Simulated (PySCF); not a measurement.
Geometries of 2 isomers of C5H6F2, from PBE0-D3(BJ)/def2-SVP geometry optimisation, gas phase in PySCF 2.14.0. One conformer each, no zero-point energy, no frequencies.

**Question.** Which isomer lies lower at this level?
A.
```xyz
13
angstrom
C      2.528    0.804   -0.325
C      1.541   -0.099   -0.250
C      0.141    0.250   -0.083
C     -0.854   -0.644   -0.004
C     -2.289   -0.270    0.152
F     -2.824   -0.914    1.220
F     -2.435    1.058    0.351
H      3.571    0.505   -0.452
H      2.321    1.877   -0.262
H      1.779   -1.167   -0.315
H     -0.106    1.315   -0.016
H     -0.658   -1.719   -0.066
H     -2.893   -0.546   -0.733
```
B.
```xyz
13
angstrom
F      2.419   -0.646   -0.065
C      1.485    0.254   -0.449
F      2.049    1.483   -0.389
C      0.293    0.188    0.467
C     -0.913    0.996    0.046
C     -1.690   -0.084   -0.124
C     -0.616   -1.063    0.283
H      1.218    0.049   -1.502
H      0.652    0.354    1.497
H     -1.063    2.072   -0.072
H     -2.731   -0.222   -0.430
H     -0.282   -1.778   -0.488
H     -0.803   -1.624    1.212
```

**Answer.** A. That is `C=C/C=C/C(F)F`, 4.6 kcal/mol below the other.

```
          SMILES                          atoms numbered as above      E (Eh)  relative (kcal/mol)  relative (kJ/mol)  dipole (D)
   C=C/C=C/C(F)F  [CH2:1]=[CH:2]/[CH:3]=[CH:4]/[CH:5]([F:6])[F:7]  -393.07512                  0.0                0.0        2.16
FC(F)[C@H]1C=CC1  [F:1][CH:2]([F:3])[C@H:4]1[CH:5]=[CH:6][CH2:7]1  -393.06779                  4.6               19.2        2.17
```

As drawn, the higher has a four-membered ring, which the lower lacks.
